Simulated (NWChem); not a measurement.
System: MgSiH₃I; SMILES [SiH3][Mg][I]

Computed with NWChem. The geometry was optimised at PBE0/def2-SVP. def2 effective core potentials on I; no spin-orbit coupling. Vertical excitations in the gas phase; the lowest state need not have the same character in each row.

```json
[
 {"level": "PBE/def2-SVP, TDA", "lowest excitation, singlet (eV)": "___", "oscillator strength of that lowest state": "0.025", "lowest state with f > 0.02, singlet (eV)": "___", "oscillator strength of that bright state": "0.025", "orbital gap (eV)": "___"},
 {"level": "B3LYP/def2-SVP, TDA", "lowest excitation, singlet (eV)": "4.80", "oscillator strength of that lowest state": "0.021", "lowest state with f > 0.02, singlet (eV)": "4.80", "oscillator strength of that bright state": "0.021", "orbital gap (eV)": "5.69"},
 {"level": "LRC-wPBEh/def2-SVP, TDA", "lowest excitation, singlet (eV)": "5.31", "oscillator strength of that lowest state": "0.000", "lowest state with f > 0.02, singlet (eV)": "5.50", "oscillator strength of that bright state": "0.135", "orbital gap (eV)": "9.38"},
 {"level": "Hartree-Fock/def2-SVP, CIS", "lowest excitation, singlet (eV)": "5.74", "oscillator strength of that lowest state": "0.053", "lowest state with f > 0.02, singlet (eV)": "5.74", "oscillator strength of that bright state": "0.053", "orbital gap (eV)": "10.62"}
]
```

Task: What belongs in the gaps?

Result: 
- PBE/def2-SVP, TDA, lowest excitation, singlet (eV): 4.49
- PBE/def2-SVP, TDA, lowest state with f > 0.02, singlet (eV): 4.49
- PBE/def2-SVP, TDA, orbital gap (eV): 4.41
